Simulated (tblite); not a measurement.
A geometry optimisation, step by step.

C₄H₈BGa.
SMILES with atom numbers: `[BH2:1][C:2]([GaH2:3])=[C:4]1[CH2:5][CH2:6]1` (hydrogens: H7, H8 on B1; H9, H10 on Ga3; H11, H12 on C5; H13, H14 on C6)

Computed with GFN2-xTB (tblite), gas phase: L-BFGS steps from a force-field or distance-geometry start until the largest atomic force falls under 0.01 eV/Å. 14 of its 95 geometries are shown.

Step 0: E = -406.3224 eV, largest atomic force 2.025 eV/Å
```
atom  x, y, z in Å  |  force x, y, z in eV/Å
B1      1.142    1.796    0.447    1.390  -0.804  -0.344
C2      0.744    0.311    0.093   -1.465   1.369   0.283
Ga3     1.985   -1.218   -0.126    0.960   0.707  -0.021
C4     -0.546    0.031   -0.060   -1.035  -0.946   0.002
C5     -2.000    0.355   -0.079    0.310   0.459  -0.102
C6     -1.533   -1.054   -0.354    0.097  -0.408  -0.918
H7      1.559    2.465   -0.452   -0.474  -0.060   0.490
H8      1.450    2.023    1.570   -0.408   0.143  -0.335
H9      3.334   -0.582   -0.866   -0.168  -0.596   0.053
H10     2.187   -2.350    0.947   -0.038  -0.277  -0.101
H11    -2.340    0.927   -0.972    0.019  -0.341   1.014
H12    -2.546    0.477    0.862    0.264   0.434  -0.500
H13    -1.741   -1.842    0.393    0.145   0.506  -0.589
H14    -1.694   -1.341   -1.426    0.404  -0.186   1.068
```

Step 7: E = -406.8757 eV, largest atomic force 0.418 eV/Å
```
atom  x, y, z in Å  |  force x, y, z in eV/Å
B1      1.280    1.733    0.434   -0.410   0.058   0.057
C2      0.637    0.380    0.113   -0.141   0.288   0.060
Ga3     2.077   -1.027   -0.024    0.294  -0.090   0.063
C4     -0.606   -0.019   -0.055   -0.196  -0.134  -0.099
C5     -2.031    0.340   -0.084    0.139  -0.025  -0.008
C6     -1.571   -1.084   -0.391    0.074   0.175   0.207
H7      1.541    2.479   -0.428    0.178  -0.055  -0.020
H8      1.423    2.043    1.558    0.148  -0.053  -0.014
H9      3.378   -0.710   -0.898    0.052  -0.154  -0.001
H10     2.172   -2.364    0.868   -0.052   0.106  -0.154
H11    -2.377    0.954   -0.905   -0.051  -0.049  -0.002
H12    -2.532    0.558    0.854    0.035  -0.151  -0.127
H13    -1.756   -1.850    0.354   -0.072   0.038  -0.114
H14    -1.636   -1.434   -1.418    0.003   0.047   0.155
```

Step 14: E = -406.9270 eV, largest atomic force 0.151 eV/Å
```
atom  x, y, z in Å  |  force x, y, z in eV/Å
B1      1.235    1.767    0.444    0.087  -0.058   0.009
C2      0.607    0.417    0.128   -0.043   0.035  -0.002
Ga3     2.132   -0.952    0.010   -0.044  -0.101   0.020
C4     -0.615   -0.027   -0.055   -0.073  -0.024  -0.008
C5     -2.039    0.334   -0.094   -0.005  -0.023   0.022
C6     -1.580   -1.087   -0.380    0.065  -0.005   0.014
H7      1.590    2.464   -0.425    0.057   0.041  -0.034
H8      1.458    2.038    1.562    0.020   0.051   0.067
H9      3.421   -0.784   -0.909    0.062   0.008  -0.014
H10     2.148   -2.350    0.812   -0.056   0.126  -0.062
H11    -2.404    0.944   -0.909    0.009  -0.051  -0.023
H12    -2.535    0.534    0.845   -0.055  -0.032   0.009
H13    -1.791   -1.856    0.353   -0.010   0.032   0.003
H14    -1.628   -1.442   -1.402   -0.013  -0.001   0.000
```

Step 22: E = -406.9438 eV, largest atomic force 0.139 eV/Å
```
atom  x, y, z in Å  |  force x, y, z in eV/Å
B1      1.282    1.768    0.458   -0.057  -0.006  -0.040
C2      0.588    0.459    0.132   -0.052  -0.037  -0.025
Ga3     2.129   -0.914   -0.029   -0.113   0.070   0.015
C4     -0.628   -0.010   -0.038   -0.071  -0.089   0.041
C5     -2.064    0.311   -0.090    0.035   0.047  -0.005
C6     -1.575   -1.095   -0.368    0.124  -0.061  -0.013
H7      1.674    2.448   -0.410    0.084   0.003  -0.061
H8      1.497    2.061    1.573    0.011  -0.040   0.062
H9      3.461   -0.810   -0.899    0.016   0.053  -0.023
H10     2.068   -2.290    0.765   -0.050  -0.058   0.019
H11    -2.420    0.900   -0.923   -0.049   0.051  -0.017
H12    -2.594    0.493    0.833   -0.005   0.026   0.019
H13    -1.795   -1.862    0.362    0.079   0.017   0.056
H14    -1.621   -1.461   -1.387    0.048   0.025  -0.029
```

Step 29: E = -406.9623 eV, largest atomic force 0.136 eV/Å
```
atom  x, y, z in Å  |  force x, y, z in eV/Å
B1      1.316    1.774    0.454    0.051  -0.004  -0.027
C2      0.547    0.518    0.117    0.054  -0.041  -0.024
Ga3     2.080   -0.868   -0.070    0.042   0.077   0.037
C4     -0.654    0.009   -0.006   -0.015   0.098  -0.077
C5     -2.097    0.280   -0.090    0.007   0.066   0.015
C6     -1.550   -1.110   -0.351    0.072   0.004   0.006
H7      1.819    2.399   -0.404   -0.006  -0.031  -0.005
H8      1.530    2.042    1.578   -0.028  -0.008   0.017
H9      3.470   -0.777   -0.882   -0.125   0.013   0.051
H10     1.927   -2.248    0.717   -0.020  -0.045  -0.046
H11    -2.452    0.872   -0.923   -0.008  -0.055  -0.074
H12    -2.657    0.465    0.815    0.009  -0.067   0.092
H13    -1.726   -1.875    0.393   -0.048  -0.011  -0.008
H14    -1.556   -1.481   -1.370    0.015   0.004   0.043
```

Step 36: E = -406.9782 eV, largest atomic force 0.070 eV/Å
```
atom  x, y, z in Å  |  force x, y, z in eV/Å
B1      1.373    1.769    0.445    0.020   0.067  -0.001
C2      0.521    0.584    0.094    0.015   0.028   0.029
Ga3     2.039   -0.807   -0.057    0.028  -0.048  -0.006
C4     -0.671    0.056    0.000    0.028   0.041  -0.009
C5     -2.123    0.259   -0.092   -0.010  -0.029  -0.029
C6     -1.509   -1.110   -0.327   -0.056  -0.033  -0.025
H7      1.957    2.338   -0.404   -0.017  -0.016   0.056
H8      1.546    2.018    1.582    0.035   0.033  -0.027
H9      3.428   -0.738   -0.848   -0.018   0.009   0.028
H10     1.786   -2.224    0.629   -0.001  -0.028  -0.034
H11    -2.502    0.810   -0.942   -0.044  -0.017   0.025
H12    -2.688    0.409    0.818    0.024   0.030  -0.028
H13    -1.674   -1.872    0.420    0.004  -0.024   0.044
H14    -1.483   -1.494   -1.339   -0.010  -0.012  -0.021
```

Step 43: E = -406.9839 eV, largest atomic force 0.079 eV/Å
```
atom  x, y, z in Å  |  force x, y, z in eV/Å
B1      1.385    1.781    0.451   -0.009  -0.015   0.025
C2      0.518    0.602    0.105   -0.014   0.012   0.017
Ga3     2.019   -0.811   -0.050   -0.034   0.004   0.002
C4     -0.673    0.075   -0.021    0.046   0.016   0.036
C5     -2.129    0.248   -0.104   -0.010   0.014   0.008
C6     -1.495   -1.115   -0.322   -0.068   0.039  -0.007
H7      1.992    2.329   -0.393   -0.016   0.004  -0.034
H8      1.575    2.043    1.582   -0.023  -0.005  -0.004
H9      3.409   -0.716   -0.819    0.048  -0.004   0.002
H10     1.747   -2.251    0.575   -0.011  -0.025  -0.026
H11    -2.547    0.777   -0.950    0.033  -0.026  -0.016
H12    -2.678    0.412    0.815    0.014  -0.009  -0.008
H13    -1.652   -1.869    0.440    0.055   0.024  -0.038
H14    -1.474   -1.506   -1.333   -0.012  -0.030   0.043
```

Step 51: E = -406.9880 eV, largest atomic force 0.066 eV/Å
```
atom  x, y, z in Å  |  force x, y, z in eV/Å
B1      1.389    1.792    0.459   -0.019  -0.061   0.016
C2      0.514    0.618    0.122    0.005  -0.025  -0.012
Ga3     2.006   -0.814   -0.053   -0.014   0.014  -0.007
C4     -0.675    0.092   -0.025    0.053  -0.018  -0.030
C5     -2.132    0.249   -0.108   -0.005  -0.058   0.008
C6     -1.485   -1.111   -0.313   -0.045   0.009   0.013
H7      1.996    2.317   -0.398    0.003   0.044  -0.015
H8      1.584    2.060    1.588   -0.012   0.013  -0.013
H9      3.423   -0.711   -0.784    0.000   0.000   0.024
H10     1.703   -2.278    0.505   -0.018   0.008  -0.032
H11    -2.556    0.751   -0.969    0.033  -0.009   0.050
H12    -2.680    0.417    0.810   -0.004   0.016  -0.036
H13    -1.608   -1.860    0.459   -0.016   0.036  -0.003
H14    -1.479   -1.523   -1.316    0.039   0.030   0.036
```

Step 58: E = -406.9937 eV, largest atomic force 0.118 eV/Å
```
atom  x, y, z in Å  |  force x, y, z in eV/Å
B1      1.397    1.802    0.463   -0.007  -0.001   0.008
C2      0.514    0.634    0.133   -0.014   0.031  -0.019
Ga3     1.986   -0.806   -0.067    0.011  -0.021  -0.034
C4     -0.671    0.106   -0.030   -0.013   0.010   0.107
C5     -2.132    0.239   -0.110   -0.022  -0.031  -0.024
C6     -1.469   -1.114   -0.279    0.117  -0.017   0.003
H7      2.012    2.311   -0.398    0.013   0.046  -0.034
H8      1.590    2.090    1.587   -0.021  -0.011   0.001
H9      3.455   -0.710   -0.689    0.001   0.013   0.029
H10     1.577   -2.296    0.317   -0.015  -0.023  -0.008
H11    -2.556    0.703   -0.988   -0.010   0.049  -0.027
H12    -2.700    0.425    0.792    0.062   0.024   0.026
H13    -1.557   -1.839    0.519   -0.076  -0.010  -0.030
H14    -1.448   -1.545   -1.272   -0.025  -0.058   0.002
```

Step 65: E = -407.0082 eV, largest atomic force 0.091 eV/Å
```
atom  x, y, z in Å  |  force x, y, z in eV/Å
B1      1.363    1.834    0.456    0.029   0.084  -0.020
C2      0.552    0.607    0.145    0.021   0.018   0.003
Ga3     1.987   -0.855   -0.106   -0.051   0.037   0.006
C4     -0.641    0.086    0.004    0.025  -0.047  -0.064
C5     -2.096    0.241   -0.114    0.049   0.064   0.022
C6     -1.451   -1.127   -0.230   -0.020  -0.023   0.003
H7      1.921    2.396   -0.412    0.027  -0.005  -0.026
H8      1.550    2.139    1.573   -0.023   0.003   0.026
H9      3.530   -0.729   -0.508   -0.015  -0.012   0.024
H10     1.455   -2.348    0.017    0.013  -0.039  -0.011
H11    -2.493    0.693   -1.013    0.011   0.033   0.022
H12    -2.657    0.479    0.778   -0.047  -0.038   0.004
H13    -1.595   -1.816    0.590   -0.003  -0.068   0.021
H14    -1.427   -1.600   -1.204   -0.017  -0.006  -0.009
```

Step 72: E = -407.0128 eV, largest atomic force 0.059 eV/Å
```
atom  x, y, z in Å  |  force x, y, z in eV/Å
B1      1.344    1.856    0.446    0.003   0.037  -0.011
C2      0.575    0.595    0.146    0.018  -0.052  -0.016
Ga3     1.981   -0.882   -0.111   -0.009  -0.002   0.001
C4     -0.617    0.067    0.008   -0.053   0.024  -0.008
C5     -2.069    0.250   -0.106   -0.011  -0.015  -0.011
C6     -1.449   -1.134   -0.218   -0.026   0.022  -0.003
H7      1.878    2.436   -0.425    0.013  -0.015  -0.001
H8      1.516    2.168    1.564   -0.005   0.026   0.009
H9      3.539   -0.746   -0.431    0.019  -0.013   0.013
H10     1.445   -2.380   -0.084   -0.003   0.007  -0.001
H11    -2.452    0.712   -1.008    0.008  -0.015   0.038
H12    -2.641    0.493    0.779    0.028  -0.026  -0.009
H13    -1.607   -1.817    0.606    0.013  -0.009  -0.009
H14    -1.443   -1.618   -1.188    0.005   0.032   0.006
```

Step 80: E = -407.0166 eV, largest atomic force 0.054 eV/Å
```
atom  x, y, z in Å  |  force x, y, z in eV/Å
B1      1.334    1.876    0.432   -0.023  -0.002   0.001
C2      0.588    0.592    0.141    0.008   0.016   0.021
Ga3     1.973   -0.904   -0.116    0.019   0.030  -0.015
C4     -0.611    0.072    0.012    0.042   0.008  -0.008
C5     -2.063    0.248   -0.094    0.016   0.003   0.042
C6     -1.439   -1.133   -0.208    0.013   0.006  -0.028
H7      1.887    2.432   -0.443   -0.002  -0.014   0.018
H8      1.464    2.236    1.543   -0.007  -0.017  -0.047
H9      3.557   -0.800   -0.316   -0.006   0.002   0.016
H10     1.405   -2.382   -0.220   -0.024  -0.022   0.011
H11    -2.460    0.714   -0.987    0.002  -0.040   0.036
H12    -2.619    0.480    0.803   -0.026   0.029   0.009
H13    -1.584   -1.826    0.612   -0.012   0.029  -0.023
H14    -1.433   -1.605   -1.181   -0.001  -0.028  -0.033
```

Step 87: E = -407.0181 eV, largest atomic force 0.021 eV/Å
```
atom  x, y, z in Å  |  force x, y, z in eV/Å
B1      1.326    1.884    0.423    0.002  -0.011   0.004
C2      0.597    0.589    0.139   -0.004   0.011  -0.005
Ga3     1.972   -0.911   -0.126    0.010   0.003   0.007
C4     -0.604    0.072    0.012    0.009  -0.004  -0.011
C5     -2.057    0.248   -0.081    0.003   0.000   0.001
C6     -1.433   -1.131   -0.213   -0.005  -0.001   0.002
H7      1.890    2.428   -0.452   -0.004   0.008   0.008
H8      1.437    2.260    1.530    0.002   0.000  -0.014
H9      3.561   -0.820   -0.267    0.007   0.007   0.003
H10     1.393   -2.386   -0.253   -0.019  -0.005   0.006
H11    -2.464    0.714   -0.968    0.003   0.004  -0.003
H12    -2.609    0.479    0.819    0.004  -0.006   0.005
H13    -1.578   -1.828    0.603    0.004  -0.010   0.001
H14    -1.431   -1.599   -1.189   -0.012   0.005  -0.004
```

Step 94: E = -407.0187 eV, largest atomic force 0.009 eV/Å
```
atom  x, y, z in Å  |  force x, y, z in eV/Å
B1      1.322    1.883    0.418    0.000   0.004  -0.002
C2      0.600    0.586    0.130    0.001  -0.001  -0.004
Ga3     1.979   -0.913   -0.119   -0.003  -0.001   0.000
C4     -0.600    0.066    0.003    0.003  -0.001   0.001
C5     -2.053    0.249   -0.076   -0.005  -0.001  -0.001
C6     -1.436   -1.132   -0.223    0.000   0.000  -0.004
H7      1.884    2.434   -0.454   -0.003   0.005  -0.001
H8      1.430    2.259    1.524    0.004  -0.004   0.003
H9      3.568   -0.817   -0.267    0.001  -0.005   0.003
H10     1.391   -2.387   -0.216    0.001  -0.001   0.002
H11    -2.466    0.722   -0.956   -0.005   0.004   0.000
H12    -2.594    0.476    0.833   -0.002  -0.004   0.002
H13    -1.577   -1.838    0.585    0.005   0.008  -0.001
H14    -1.449   -1.588   -1.205    0.005  -0.002   0.001
```

**Question.** Summarise the path.

**Answer.** The energy falls by 16.06 kcal/mol from step 0 to step 94; nine tenths of that is first reached at step 25. It falls at every step. The largest force goes from 2.025 to 0.009 eV/Å. Among the bonds C2–Ga3 changes most, from 1.982 to 2.052 Å; the atoms move by 0.478 Å rms after alignment.

**Question.** Follow the three bonds and two angles with the largest change from start to end.

**Answer.** 
```
step  E above end (kcal/mol)  largest force (eV/Å)  C2–Ga3 (Å)  Ga3–H9 (Å)  B1–C2 (Å)  B1–C2–C4 (°)  C2–Ga3–H9 (°)
   0                   16.06                 2.025       1.982       1.666      1.578         118.0          105.2
   4                    5.50                 0.626       2.060       1.577      1.516         132.1          112.6
   8                    2.89                 0.355       2.027       1.608      1.534         133.8          119.6
  12                    2.22                 0.136       2.061       1.592      1.519         135.2          122.9
  16                    2.01                 0.136       2.052       1.600      1.523         136.4          125.6
  20                    1.85                 0.146       2.070       1.602      1.518         138.5          126.8
  25                    1.56                 0.139       2.060       1.597      1.519         140.4          129.9
  29                    1.30                 0.136       2.075       1.613      1.510         144.2          130.1
  33                    1.03                 0.125       2.076       1.596      1.504         147.6          130.8
  37                    0.91                 0.067       2.065       1.599      1.500         149.0          130.1
  41                    0.84                 0.084       2.070       1.590      1.501         149.8          129.6
  45                    0.78                 0.056       2.067       1.595      1.503         149.9          128.8
  49                    0.74                 0.056       2.073       1.599      1.503         150.3          128.9
  53                    0.68                 0.083       2.075       1.597      1.501         150.5          129.7
  57                    0.61                 0.105       2.071       1.597      1.500         151.2          130.3
  61                    0.41                 0.149       2.065       1.601      1.502         148.8          131.0
  65                    0.24                 0.091       2.064       1.599      1.503         147.0          130.2
  69                    0.17                 0.052       2.056       1.600      1.508         145.7          129.4
  74                    0.12                 0.032       2.054       1.596      1.509         145.2          129.1
  78                    0.09                 0.077       2.053       1.599      1.513         144.5          129.1
  82                    0.03                 0.048       2.056       1.597      1.511         143.3          129.7
  86                    0.02                 0.018       2.053       1.598      1.513         142.8          129.5
  90                    0.01                 0.023       2.054       1.598      1.513         142.6          129.5
  94                    0.00                 0.009       2.052       1.598      1.513         142.6          129.5
```

What follows is the cost of the whole relaxation. The run took 0.85 s of wall time on Arm Neoverse N1, one thread, on a shared host.
